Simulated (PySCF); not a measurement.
The vertical singlet excitations below were computed for one of the candidates. Computed with PySCF, TDDFT wB97X-D/def2-SVPD, vertical, gas phase, core orbitals frozen in the response. Geometries: GFN2-xTB, one conformer each.

| state | ν̃ (cm⁻¹) | f | main configurations (H = HOMO, L = LUMO) |
| --- | --- | --- | --- |
| S1 | 25450 | 0.0005 | H→L (84%) |
| S2 | 38590 | 0.0017 | H→L+1 (92%) |
| S3 | 38750 | 0.0061 | H-1→L+1 (94%) |
| S4 | 42910 | 0.166 | H-1→L (84%), H-2→L (11%) |
| S5 | 43950 | 0.0012 | H-2→L+1 (96%) |
| S6 | 44570 | 0.0026 | H-3→L (77%), H→L (10%) |
| S7 | 46420 | 0.045 | H-3→L+1 (86%) |
| S8 | 46920 | 0.0067 | H-2→L (83%), H-1→L (10%) |

Question: Which structure fits? All have the formula C2H10OSi4.
A. `[SiH3]C#C[SiH2][SiH2]O[SiH3]`
B. `C#C[Si@@H](O[SiH3])[SiH2][SiH3]`
C. `O([Si](C#C)([SiH3])[SiH3])[SiH3]`
D. `C[Si@H]1[SiH2][Si@H](C=O)[SiH2]1`

Answer: D. Its S1, at 3.16 eV, is the lowest among the candidates; the nearest of the others has S1 at 5.38 eV. S1 is HOMO→LUMO (84%). Löwdin shares by element: HOMO oxygen 40%, carbon 20% or more, silicon 14% or more, hydrogen 9% or more (atoms not listed hold the other 17%); LUMO carbon 33% or more, oxygen 24%, silicon 21% or more (atoms not listed hold the other 21%). At the same level the other candidates give, for their lowest levels:
- `C#C[Si@@H](O[SiH3])[SiH2][SiH3]`: 5.76 eV (f 0.007); 6.23 eV (f 0.004); 6.37 eV (f 0.011); 6.51 eV (f 0.022); 6.76 eV (f 0.033); T1 5.09 eV; HOMO -9.61, LUMO 0.75 eV
- `[SiH3]C#C[SiH2][SiH2]O[SiH3]`: 5.60 eV (f 0.001); 5.79 eV (f 0.028); 5.83 eV (f 0.003); 6.36 eV (f 0.061); 6.89 eV (f 0.005); T1 4.71 eV; HOMO -9.56, LUMO 0.77 eV
- `C#C[Si]([SiH3])([SiH3])O[SiH3]`: 5.38 eV (f 0.025); 6.06 eV (f 0.121); 6.13 eV (f 0.007); 6.30 eV (f 0.005); 6.49 eV (f 0.007); T1 4.90 eV; HOMO -9.31, LUMO 0.59 eV

The values belong to the conformer `[CH3:1][Si@H:2]1[SiH2:3][Si@H:4]([CH:5]=[O:6])[SiH2:7]1`: Si3–Si4–C5–O6 -44°.
Triplets come from the Tamm–Dancoff approximation.
